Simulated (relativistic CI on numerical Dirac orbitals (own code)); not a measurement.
## What each ingredient does to the levels of Pt¹⁵⁺

Base calculation: Dirac-Coulomb-Breit CI, orbitals from a KLI potential per configuration, model QED, unscaled Slater integrals.

Configurations in the expansion (outside the closed core [Kr] 4d10): 4f¹⁴5s²5p, 4f¹⁴5s5p², 4f¹⁴5s²5d, 4f¹³5s²5p², 4f¹⁴5s5p5d, 4f¹⁴5s²5f, 4f¹³5s²5p5d, 4f¹⁴5s²5g, 4f¹⁴5s5p5f, 4f¹⁴5s²6s, 4f¹⁴5p²5d, 4f¹⁴5p³, 4f¹³5p⁴, 4f¹³5p³5d, 4f¹⁴5p5d², 4f¹⁴5d³, 4f¹³5p²5d², 4f¹⁴5d²5f, 4f¹³5p5d³. Double excitations out of closed p, d and f shells are left out; levels of such configurations are missing from the list, as are those of other unlisted configurations, and high levels can miss mixing partners. Some configurations lack a partner that the ground configuration has and come out too high, among them 4f¹⁴5s²5g, 4f¹⁴5s²6s.

Variants: (1) QED terms removed. Shifts of the energy above 4f¹⁴5s²5p ²P°1/2, in cm⁻¹, for the lowest level and the first level of each name with at least 55 % of one term (blank where a level changes its place among those of its configuration and J or its character, or is not in the variant):

```
             Level    Base   Δ(1)
  4f¹⁴5s²5p ²P°1/2       0      0
  4f¹⁴5s²5p ²P°3/2  162533   -125
   4f¹⁴5s5p² ⁴P1/2  306603  +2286
 4f¹³5s²5p² ⁴F°9/2  401300   -620
4f¹³5s²5p² ²H°11/2  420910   -619
 4f¹³5s²5p² ²D°5/2  425293   -622
   4f¹⁴5s5p² ⁴P3/2  426530  +2152
 4f¹³5s²5p² ²G°9/2  433682   -621
 4f¹³5s²5p² ²P°1/2  446628   -725
 4f¹³5s²5p² ²H°9/2  448937   -726
 4f¹³5s²5p² ²D°3/2  460179   -720
   4f¹⁴5s5p² ²D3/2  498064  +2071
   4f¹⁴5s5p² ²P1/2  517013  +2177
4f¹³5s²5p² ⁴G°11/2  584282   -749
```

At this charge transitions that keep the count of f electrons are usually good to a few per cent. Levels and lines within the n = 5 or 6 shells can be off by up to 10 % or somewhat more, and those that change n by about 2 %, since core polarisation is missing. Levels that differ in their count of f electrons can be misplaced by several ten thousand cm⁻¹, since the correlation energy of f electrons is missing or only estimated; rates across such gaps can be off by orders of magnitude.

Ionisation energy from one configuration of each of the two ions, the ground ones as tabulated or assumed: base 350.61 eV. The NIST ASD value (theoretical) is 358 ± 17 eV.

LS names give the leading component of a level, which can be under half, so a name can repeat, a term be missing and a line seem to break the LS rules.
